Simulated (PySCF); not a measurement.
```xyz
5
charge 0 multiplicity 1, angstrom
Mo    0.0000    0.0000   -0.2814
O     0.0000    1.3347   -1.2738
O     0.0000   -1.3347   -1.2738
Cl    1.8564    0.0000    0.9768
Cl   -1.8564    0.0000    0.9768
```

Computed with PySCF, PBE0, basis Mo def2-TZVP with ECP28, O def2-TZVP, Cl def2-TZVP (scalar-relativistic core potentials, no spin–orbit coupling, density fitting).

This geometry of MoO2Cl2 is a stationary point at this level.

Task: What is the point group?

Result: C2v.

Task: Is it a minimum?

Result: Yes: all harmonic wavenumbers are real.

Task: Give the atomic charges and bond orders.

Result: 
```
 atom  Mulliken  Löwdin  polar tensor  Mayer order to Mo1
  Mo1      1.59    0.25          2.19                   –
 O2,3     -0.48   -0.23         -0.63                1.94
Cl4,5     -0.32    0.11         -0.46                0.99
```

Task: Give the ideal-gas entropy at 298.15 K and 1 bar by parts.

Result: translation 174.9, rotation 112.7, vibration 50.2, spin 0.0; total 337.8 J/(mol K).

Task: What is the atomisation energy, with and without zero-point energy?

Result: 1943 kJ/mol without, 1918 kJ/mol with.

Only a few start shapes were tried, so a lower isomer may exist.
